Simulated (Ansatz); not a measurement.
Stepwise reaction of `[NH2][Al]([SH])[SH]` with hydrogen fluoride, as a gas-phase model of exchange steps in deposition or etching. ΔE in kJ/mol; ΔG adds harmonic PBE0-D4 terms to CCSD(T)/CBS, at 1 bar.

Gas-phase electronic energies from Ansatz, PBE0-D4/def2-TZVP geometries. CCSD(T)/CBS is the MP2 limit (def2-TZVPP, def2-QZVPP) plus CCSD(T) − MP2 in def2-TZVPP, frozen cores. This one scheme is used for every species. DFT in def2-TZVPP. B3LYP here is the variant with VWN-RPA as its local correlation; programs differ in this. Each species was taken in one conformer, which may not be the lowest.

```
step                                                reaction  PBE-D4  B3LYP-D4  ωB97M-V  CCSD(T)/CBS  ΔG(500 K)
   2  `[NH2][Al]([F])[SH]` + H–F → `[NH2][Al]([F])[F]` + H₂S   -61.9     -74.6    -71.9        -69.6      -73.7
```

Give the row of step 1, `[NH2][Al]([SH])[SH]` + H–F → `[NH2][Al]([F])[SH]` + H₂S. (Estimate.)

Ansatz gave: 
```tsv
step	reaction	PBE-D4	B3LYP-D4	ωB97M-V	CCSD(T)/CBS	ΔG(500 K)
1	`[NH2][Al]([SH])[SH]` + H–F → `[NH2][Al]([F])[SH]` + H₂S	-65.6	-77.9	-75.8	-71.4	-74.0
```

By hand: ΔE of the 2 steps together at CCSD(T)/CBS.

(-71.4) + (-69.6) = -141.0 kJ/mol, or -70.5 kJ/mol a step.

In ΔE the steps differ by no more than 1.8 kJ/mol. All are downhill at CCSD(T)/CBS. ΔG lies between -74.0 and -73.7 kJ/mol a step. PBE-D4 differs from CCSD(T)/CBS by 5.8 to 7.7 kJ/mol a step. Isolated molecules leave out the surface, adducts and barriers. Largest T1 diagnostic: 0.012.
